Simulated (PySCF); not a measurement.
Isomers of C7H7ClO2S, mass 189.986 u with the commonest isotopes. Method: PBE0/pcSseg-1 in PySCF (dipole) on a GFN2-xTB geometry, gas phase. One conformer each, none proved a minimum here; rigid rotors.

Question: Order these by rotational constant A, largest first.
A. `[CH3:1][c:2]1[cH:3][cH:4][cH:5][c:6]([S:7](=[O:8])(=[O:9])[Cl:10])[cH:11]1` with C5–C6–S7–O8 -157°
B. `[O:1]=[S:2](=[O:3])([Cl:4])[CH2:5][c:6]1[cH:7][cH:8][cH:9][cH:10][cH:11]1` with O1–S2–C5–C6 -67°, S2–C5–C6–C7 87°
C. `[CH3:1][S:2](=[O:3])(=[O:4])[c:5]1[cH:6][cH:7][c:8]([Cl:9])[cH:10][cH:11]1` with C1–S2–C5–C6 -89°
D. `[CH3:1][c:2]1[cH:3][cH:4][cH:5][cH:6][c:7]1[S:8](=[O:9])(=[O:10])[Cl:11]` with C6–C7–S8–O9 135° (o-toluenesulfonyl chloride)

Answer: C (2535 MHz), B (2323 MHz), A (1554 MHz), D (1479 MHz).

Question: Order these by dipole moment, largest first.
A. `[O:1]=[S:2](=[O:3])([Cl:4])[CH2:5][c:6]1[cH:7][cH:8][cH:9][cH:10][cH:11]1` with O1–S2–C5–C6 -67°, S2–C5–C6–C7 87° (phenylmethanesulfonyl chloride)
B. `[CH3:1][c:2]1[cH:3][cH:4][cH:5][cH:6][c:7]1[S:8](=[O:9])(=[O:10])[Cl:11]` with C6–C7–S8–O9 135°
C. `[CH3:1][c:2]1[cH:3][cH:4][cH:5][c:6]([S:7](=[O:8])(=[O:9])[Cl:10])[cH:11]1` with C5–C6–S7–O8 -157°

Answer: C (5.68 D), B (4.99 D), A (3.98 D).

Question: Order these by rotational constant C, smallest first.
A. `[CH3:1][S:2](=[O:3])(=[O:4])[c:5]1[cH:6][cH:7][c:8]([Cl:9])[cH:10][cH:11]1` with C1–S2–C5–C6 -89° (4-chlorophenyl methyl sulfone)
B. `[O:1]=[S:2](=[O:3])([Cl:4])[CH2:5][c:6]1[cH:7][cH:8][cH:9][cH:10][cH:11]1` with O1–S2–C5–C6 -67°, S2–C5–C6–C7 87°
C. `[CH3:1][c:2]1[cH:3][cH:4][cH:5][c:6]([S:7](=[O:8])(=[O:9])[Cl:10])[cH:11]1` with C5–C6–S7–O8 -157°
D. `[CH3:1][c:2]1[cH:3][cH:4][cH:5][cH:6][c:7]1[S:8](=[O:9])(=[O:10])[Cl:11]` with C6–C7–S8–O9 135° (o-toluenesulfonyl chloride)

Answer: A (375.9 MHz), B (467.5 MHz), C (510.6 MHz), D (586.4 MHz).

| SMILES | point group | Ia (u·Å²) | Ib (u·Å²) | Ic (u·Å²) | κ | μa (D) | μb (D) | μc (D) |
| --- | --- | --- | --- | --- | --- | --- | --- | --- |
| Cc1ccccc1S(=O)(=O)Cl | C1 | 341.60 | 734.76 | 861.90 | -0.77 | 4.67 | 1.28 | 1.20 |
| O=S(=O)(Cl)Cc1ccccc1 | Cs | 217.58 | 1023.70 | 1081.04 | -0.97 | 2.52 | 0.00 | 3.09 |
| Cc1cccc(S(=O)(=O)Cl)c1 | C1 | 325.17 | 905.73 | 989.71 | -0.91 | 5.49 | 0.44 | 1.37 |
| CS(=O)(=O)c1ccc(Cl)cc1 | Cs | 199.33 | 1266.37 | 1344.41 | -0.98 | 2.03 | 0.00 | 3.56 |
